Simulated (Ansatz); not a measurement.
The first iterations of a band of CH3F2Si (7 atoms, charge -1, multiplicity 1).

Method: RKS PBE-D4/STO-3G (Ansatz).

| Item | Value |
| --- | --- |
| movable images | 8 |
| climbing image | no |
| spring | 5.0 eV/Å² |
| optimiser | quadratic models (default) |
| start path | through a guess of the saddle point |
| force threshold | 0.05 eV/Å |
| iteration limit | 60 |
| end points | relaxed |

Initial state:

```xyz
7
Properties=species:S:1:pos:R:3
F 1.369 -1.341 1.164
C 0.420 -1.309 0.071
F -0.679 -2.025 0.684
Si -0.200 0.717 -0.169
H -1.113 0.633 -1.326
H -0.764 1.998 0.414
H 0.966 1.327 -0.838
```

Final state:

```xyz
7
Properties=species:S:1:pos:R:3
F 0.900 -2.052 -0.078
C -0.243 -1.298 0.391
F 0.021 -1.318 1.814
Si 0.013 0.714 -0.271
H -0.327 0.619 -1.704
H -1.219 1.364 0.215
H 0.855 1.971 -0.367
```

| iteration | highest image above the first end (eV) | largest band force component (eV/Å) |
| --- | --- | --- |
| 1 | 1.086 | 5.270 |
| 2 | 0.485 | 2.464 |
| 3 | 0.239 | 1.252 |

Problem. Does the band converge within its limit, and where does its top end?

Solution. It converged. It ended after 9 iterations with the highest image 0.092 eV above the first end. No image climbed, so the highest image needn't sit at the top of the path. Limits of this set-up: minimal basis, an anion without diffuse functions, the dipole of an ion depends on the origin.

Run time: 47 s on 1 thread of Intel(R) Xeon(R) 6975P-C (Granite Rapids) (shared host), peak memory 0.1 GiB.
